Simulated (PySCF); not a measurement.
## SeF2: computed shieldings and shifts

SeF2, F2Se, point group C2v.

Geometry:
| atom | x (Å) | y (Å) | z (Å) |
| --- | --- | --- | --- |
| Se1 | 0.005 | -0.007 | -0.766 |
| F2 | 1.310 | -0.016 | 0.392 |
| F3 | -1.315 | 0.023 | 0.374 |

GIAO calculations in PySCF 2.14 on the PBE0-D3(BJ)/def2-SVP structure: isolated species, non-relativistic, equivalent atoms averaged; basis pcSseg-1.

(1) Give the isotropic shieldings (ppm) with KT2, PBE0.

(2) And the chemical shifts, against references computed in the same way?

(3) Which part of the shielding of Se1 depends on the functional?

(4) What couplings does B3LYP/pcJ-1 (pcSseg-1 on Se) give?

## Answers

(1) 
```
             atoms             environment    KT2   PBE0
               Se1  selenium bonded to 2 F  -2005  -1977
             F2/F3   fluorine bonded to Se  345.5  387.6
HOMO–LUMO gap (eV)                       –   2.43   4.88
```

(2) 
| atoms | nucleus, reference | KT2 | PBE0 |
| --- | --- | --- | --- |
| Se1 | 77Se, Me2Se | 3726 | 3746 |
| F2/F3 | 19F, CFCl3 | -207.0 | -210.4 |

(3) Diamagnetic: KT2 2996, PBE0 2991 ppm; paramagnetic: KT2 -5001, PBE0 -4968 ppm. The diamagnetic part, set mainly by inner electrons, hardly moves; the paramagnetic part goes with low-lying magnetically allowed excitations and carries the spread.

(4) 2J(F2,F3) = 1362.6 Hz (averaged over equivalent pairs; isotopes 19F).

Relativistic effects, spin–orbit coupling among them, are left out; they matter for Se and for the light atoms bonded to it. Unscaled 19F shifts against computed CFCl3 carry errors that often reach 10 to 50 ppm.
